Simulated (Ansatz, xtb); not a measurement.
## GeH6Si2+: where a starting geometry ends

The starting geometry of this gas-phase doublet has its atoms placed at random.

```yaml
atoms:
  - { symbol: Ge, position_ang: [-0.4796, 1.3442, 1.0259] }
  - { symbol: Si, position_ang: [1.2268, -0.5924, 0.1394] }
  - { symbol: Si, position_ang: [-1.7868, -0.6508, -0.0707] }
  - { symbol: H, position_ang: [-0.0404, 0.0970, 2.1072] }
  - { symbol: H, position_ang: [1.8018, -0.9620, -1.2389] }
  - { symbol: H, position_ang: [-1.7113, 1.5425, -0.6611] }
  - { symbol: H, position_ang: [-0.5716, -0.3870, -0.9999] }
  - { symbol: H, position_ang: [-0.3847, 1.2292, -0.2531] }
  - { symbol: H, position_ang: [-0.6670, -1.6021, -0.7663] }
```

**Question.** Guess where an optimisation with r2SCAN-D4/def2-SVP ends from this start.

**Answer.** It ends as a structure with H6 bridging Ge1 and Si3, H7 bridging Si3 and Si2, given below by its coordinates. Distances that change by over a tenth: Ge1–H4 (1.71 → 1.52 Å), Ge1–H8 (1.29 → 1.53 Å), Si3–H7 (1.55 → 1.72 Å). Contacts that open: Si3–H9 (1.63 → 3.30 Å). Contacts that close: Ge1–Si2 (2.73 → 2.35 Å), Ge1–H6 (2.10 → 1.74 Å), Si2–H7 (2.14 → 1.65 Å), Si2–H9 (2.33 → 1.48 Å), Si3–H6 (2.27 → 1.70 Å).

The energy falls by 8.86 eV over 25 steps:

```tsv
step	E − E(last) (eV)
1	8.863
4	5.129
6	2.773
9	1.168
12	0.728
14	0.653
17	0.185
20	0.050
22	0.001
25	0.000
```

Final geometry (Å):

```xyz
9

Ge   -0.1003    0.8705    0.8438
Si    0.3791   -0.9927   -0.5115
Si   -2.2259   -0.1969   -0.6015
H    -0.6671    0.7159    2.2455
H     1.4688   -0.7580   -1.4949
H    -1.4579    1.2543   -0.1680
H    -0.8625   -0.6582   -1.5427
H     0.6627    2.1495    0.5052
H     0.1902   -2.3659    0.0065
```

From the same start GFN2-xTB ends elsewhere, in pieces: GeH4Si2 + H2.

From so rough a start the end depends on the optimiser's path, so another program may land elsewhere. The end wasn't checked by frequencies. Open shells are spin-unrestricted. Run with Ansatz 0.2.0, 4.6 min on 2 threads of Arm Neoverse V2, with other jobs on the host.
